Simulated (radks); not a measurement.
Species: the fluorine ion F2+. Configuration: 1s1 2s2 2p3 3s1 (not the ground configuration). Method: non-relativistic Kohn-Sham, PBE, spin-polarised, spherical densities, point nucleus; open shells are filled with parallel spins first; computed with a radial shooting solver on a logarithmic mesh with Libxc functionals.

Unscreened Slater integrals over Kohn-Sham orbitals (cm^-1). They are taken over the spin-up orbitals.

integral,value
"F0(3s,3s)",76878
"F0(3s,2p)",101240
"G1(3s,2p)",8053.8
"F0(3s,2s)",100130
"G0(3s,2s)",6441.3
"F0(3s,1s)",111130
"G0(3s,1s)",3404.9
"F0(2p,2p)",268790
"F2(2p,2p)",124950
"F0(2p,2s)",252310
"G1(2p,2s)",148640
"F0(2p,1s)",374320
"G1(2p,1s)",55917
"F0(2s,2s)",241430
"F0(2s,1s)",340150
"G0(2s,1s)",28594
"F0(1s,1s)",1215900

Derived for the open shells (J is the average intra-shell exchange parameter used in DFT+U). 2p: J = F2/5 = 24990 cm^-1.
